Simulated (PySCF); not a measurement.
I⁺ (iodine, charge +1): UHF calculation

Configuration: [Kr] 4d10 5s2 5p4, high-spin 3P determinant. Computed with PySCF 2.14 in cc-pVTZ-PP with ECP28MDF (5s4p3d1f, 39 functions), with a scalar-relativistic core potential.

```json
{"Total energy": "-294.309658 hartree", "One-electron energy": "-505.1396 hartree", "Hartree (Coulomb) energy": "231.6223 hartree", "Exchange energy": "-20.7923 hartree", "⟨S²⟩": "2.0101", "⟨L²⟩": "2.040", "Sum of ⟨r⟩": "29.03 bohr", "Sum of ⟨r²⟩": "49.34 bohr²", "Traceless quadrupole moment −½Σ⟨3z² − r²⟩ along its main axis": "-2.50 e·bohr²", "Time after the integrals": "0.14 s of wall time on 1 thread of Neoverse-V1 (shared host)"}
```

| shell | electrons | mean orbital energy (eV) | spread (eV) | rms radius, mean of both spins (bohr) |
| --- | --- | --- | --- | --- |
| 4s α | 1 | -220.52 | 0 | 0.796 |
| 4s β | 1 | -220.05 | 0 | 0.796 |
| 4p α | 3 | -161.31 | 0.705 | 0.854 |
| 4p β | 3 | -160.84 | 0.104 | 0.854 |
| 4d α | 5 | -72.211 | 0.751 | 0.997 |
| 4d β | 5 | -71.839 | 0.407 | 0.997 |
| 5s α | 1 | -34.816 | 0 | 2.09 |
| 5s β | 1 | -29.698 | 0 | 2.09 |
| 5p α | 3 | -20.474 | 1.696 | 2.50 |
| 5p β | 1 | -18.378 | 0 | 2.50 |

Energies and moments cover only the electrons outside the core potential.
